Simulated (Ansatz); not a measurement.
Reaction (ligand exchange at the Si–C bond): `C=CC[SiH](F)Cl` + `[NH2][GeH3]` → `F[SiH](Cl)[NH][GeH3]` + `C=CC`

Calculated with Ansatz (gas phase, PBE0-D4/def2-TZVP geometries, no zero-point term in ΔE). CCSD(T)/CBS is the MP2 limit (def2-TZVPP, def2-QZVPP) plus CCSD(T) − MP2 in def2-TZVPP, frozen cores. DFT in def2-TZVPP. B3LYP here is the variant with VWN-RPA as its local correlation; programs differ in this. For Ge outer-core shells are correlated without core-valence functions, which leaves a few kJ/mol of doubt a bond. Scalar relativity is left out up to krypton. Each species was taken in one conformer, which may not be the lowest.

`C=CC[SiH](F)Cl`:

Z-matrix (Å, degrees):
```
C
C 1 1.492
Si 1 1.860 2 111.1
H 1 1.095 2 111.6 3 -120.5
H 1 1.095 2 111.2 3 119.2
C 2 1.327 1 125.0 3 -102.8
H 2 1.087 1 115.9 3 74.9
F 3 1.594 1 109.4 2 -178.3
Cl 3 2.045 1 110.2 2 -60.1
H 3 1.476 1 113.2 2 61.2
H 6 1.086 2 121.7 1 -2.2
H 6 1.083 2 121.3 1 178.2
```

`[NH2][GeH3]`:

Z-matrix (Å, degrees):
```
Ge
N 1 1.843
H 1 1.536 2 106.9
H 1 1.548 2 114.5 3 -120.5
H 1 1.536 2 106.8 3 119.0
H 2 1.011 1 113.7 3 59.1
H 2 1.011 1 113.6 3 -176.9
```

`F[SiH](Cl)[NH][GeH3]`:

Cartesian coordinates in Å:
```
F 0.661 0.053 2.473
Si 0.975 -0.538 1.027
Cl 1.568 -2.467 1.344
N -0.355 -0.522 -0.009
Ge -0.886 0.855 -1.123
H 2.076 0.269 0.475
H -0.999 -1.297 0.054
H 0.251 1.883 -1.093
H -2.197 1.472 -0.610
H -1.093 0.293 -2.538
```

`C=CC`:

```xyz
9

C    -1.196    0.388    0.581
C    -0.045    0.539   -0.058
C     0.898   -0.564   -0.395
H    -1.536   -0.588    0.912
H    -1.840    1.233    0.798
H     0.254    1.538   -0.369
H     1.059   -0.626   -1.476
H     1.880   -0.392    0.057
H     0.525   -1.529   -0.048
```

```csv
level,ΔE (kJ/mol),difference from CCSD(T)/CBS
PBE-D4,-70.1,10.4
PBE0-D4,-74.5,6.0
ωB97X-V,-78.9,1.6
ωB97M-V,-78.9,1.6
PBE,-71.0,9.5
r2SCAN,-77.7,2.8
B3LYP,-80.9,-0.4
CCSD/def2-TZVPP,-82.6,-2.1
CCSD(T)/def2-TZVPP,-80.8,-0.3
MP2/def2-QZVPP,-80.8,-0.3
CCSD(T)/CBS,-80.5,0
```

Largest T1 diagnostic among the species: 0.011.

In def2-TZVPP, CCSD(T) changes the Hartree–Fock value by +11.9 kJ/mol (the triples alone add +1.8 kJ/mol) and MP2 by +12.1 kJ/mol. From PBE to PBE0 (25 % exact exchange), in def2-TZVPP and without D4, ΔE moves by −4.4 kJ/mol.
